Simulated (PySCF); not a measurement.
Write Cartesian coordinates for `[SiH3]C[BH2-][AsH3+]` as optimised with PBE0-D3(BJ)/def2-SVP.

```
atom  x, y, z in Å
Si1    2.3620   -0.3867   -0.2266
C2     0.5818    0.0960   -0.5831
B3    -0.3563   -0.4320    0.6164
As4   -2.3359    0.1002    0.2065
H5     3.2918    0.0807   -1.3080
H6     2.5028   -1.8736   -0.1238
H7     2.8320    0.2146    1.0612
H8     0.5630    1.1943   -0.6983
H9     0.3209   -0.3399   -1.5639
H10   -0.4819   -1.6456    0.7190
H11   -0.2122    0.1129    1.7033
H12   -2.6819    1.5639    0.0533
H13   -3.4078   -0.2920    1.1948
H14   -2.9857   -0.4124   -1.0586
```

Orientation and origin are arbitrary. Atoms count from 1 in this order. Si1 (SiH3 silicon) is tetrahedral (angles from 107.5° to 111.7°). B3 (four-coordinate boron) is distorted tetrahedral (angles from 99.9° to 116.5°). As4 (arsenic bonded to B and 3 H) is distorted tetrahedral (angles from 98.3° to 119.0°). The 4 heavy atoms lie in one plane (0.002 Å rms).

Bonds between heavy atoms (Å): Si1–C2 1.879, C2–B3 1.612, B3–As4 2.090.

Method used: PySCF 2.14.0, PBE0-D3(BJ)/def2-SVP geometry optimisation, gas phase.

Point group: Cs (every atom within 0.08 Å of its image). Not checked by PBE0-D3(BJ)/def2-SVP frequencies. One conformer, not necessarily the lowest (Si1–C2–B3–As4 180°).

The run took 66 s wall on Arm Neoverse V1, one thread, shared host with 32 logical CPUs at a one-minute load of 15, and the process peaked at 0.53 GiB of memory. That covers the optimisation of the geometry.
